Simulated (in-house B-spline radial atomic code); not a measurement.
## RPA and G0W0 on B3LYP (VWN-RPA): N5+

Configuration 1s2, mean-field start B3LYP (VWN-RPA). Computed with an all-electron radial atomic-structure program (B-spline basis): all electrons, scalar-relativistic (spin-free one-electron X2C), finite nucleus, each spin shell either full or empty, empty states to l = 9 with an (l + 1/2)⁻⁴ tail; G0W0 by contour deformation at full frequency.

Command:
```bash
python run_gw.py task.json out
```
Settings (radii: box in bohr, nucleus in fm):
```
Z                        7
electrons                2
configuration            1s2
hamiltonian              x2c
method                   b3lyp
lmax                     9
rms_radius               2.5582
spin_polarised           False
box_radius               10.43
intervals                69
ion_configuration        1s1
```

Run time, properties included: 1.1 s on 1 thread of Arm Neoverse V2, with other jobs on the host.

Energies (hartree):

| term | value |
| --- | --- |
| mean-field total | -44.77959 |
| Hartree-Fock functional on these orbitals | -44.76121 |
| direct second order | -0.093144 |
| second-order exchange | 0.046573 |
| SOSEX correction | 0.04487 |

Task: What is the RPA correlation energy, and what remains with SOSEX?

Result: RPA gives -0.089737 hartree (-1.22 eV per electron); RPA + SOSEX gives -0.044867, and the second-order doubles -0.046571 hartree (no singles). SOSEX takes back 50 % of the RPA value, the self-correlation of each of the two electrons.

Quasi-particle levels (eV):

```tsv
level	occupied	mean field	Σx - vxc	Σc	QP weight	G0W0
1s	yes	-520.23	-32.33	?	?	?
2s	no	-107.69	10.23	-0.20	1.000	-97.66
```

G0W0 = mean field + (Σx - vxc) + Σc, with Σc (partial-wave tail included) taken at the quasi-particle energy.

Task: Where does G0W0 put 1s?

Result: At -551.91 eV, with Σc = 0.66 eV and a quasi-particle weight of 0.994. The tabulated removal energy is 552.067 eV (NIST, tabulated theory).

Task: What does it cost to remove one electron (to 1s1) by differences of total energies, each species on its own start (correlation terms add to the Hartree-Fock functional)?

Result: B3LYP (VWN-RPA) 552.09 eV, Hartree-Fock functional 550.91 eV, + RPA 552.73 eV, + RPA + SOSEX 552.13 eV, + second order 552.18 eV. Tabulated: 552.067 eV (NIST, tabulated theory).
